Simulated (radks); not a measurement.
Values are calculated unless marked as measured or tabulated.
Problem. Pt14+, configuration [Kr] 4d10 4f14 5s2 5p2. Level of theory: scalar-relativistic Kohn-Sham, BLYP, spin-polarised, spherical densities, finite nucleus; open shells are filled with parallel spins first (spin-orbit coupling, left out, can overturn this in heavy ions); Fermi nuclear charge, rms radius 5.427 fm (a radial shooting solver on a logarithmic mesh with Libxc functionals). Some entries of the table are withheld. Estimate them.

| orbital | occ. | eigenvalue (hartree) | <r> (bohr) |
|---|---|---|---|
| 1s up | 1 | -2891.864 | 0.01715 |
| 1s down | 1 | -2891.852 | 0.01715 |
| 2s up | 1 | -516.6519 | 0.07235 |
| 2s down | 1 | -516.6454 | 0.07235 |
| 2p up | 3 | -449.3242 | 0.06521 |
| 2p down | 3 | -449.3139 | 0.06521 |
| 3s up | 1 | -129.1433 | 0.1871 |
| 3s down | 1 | -129.1357 | 0.1871 |
| 3p up | 3 | -109.5233 | 0.1881 |
| 3p down | 3 | -109.5145 | 0.1881 |
| 3d up | 5 | -88.22259 | 0.1703 |
| 3d down | 5 | -88.21387 | 0.1703 |
| 4s up | 1 | -35.65152 | 0.4144 |
| 4s down | 1 | -35.63581 | 0.4143 |
| 4p up | 3 | -29.20071 | 0.4407 |
| 4p down | 3 | -29.18357 | 0.4405 |
| 4d up | 5 | -21.35386 | 0.4652 |
| 4d down | 5 | -21.33270 | 0.4646 |
| 5s up | 1 | -13.18288 | 0.8839 |
| 5s down | 1 | -13.06180 | 0.8825 |
| 4f up | 7 | (1) | (2) |
| 4f down | 7 | (3) | (4) |
| 5p up | 2 | -11.21137 | (5) |
| 5p down | 0 | -11.08367 | (6) |

Solution. 
(1) 4f up eigenvalue (hartree): -12.59469
(2) 4f up <r> (bohr): 0.4978
(3) 4f down eigenvalue (hartree): -12.56427
(4) 4f down <r> (bohr): 0.4956
(5) 5p up <r> (bohr): 0.9685
(6) 5p down <r> (bohr): 0.9690
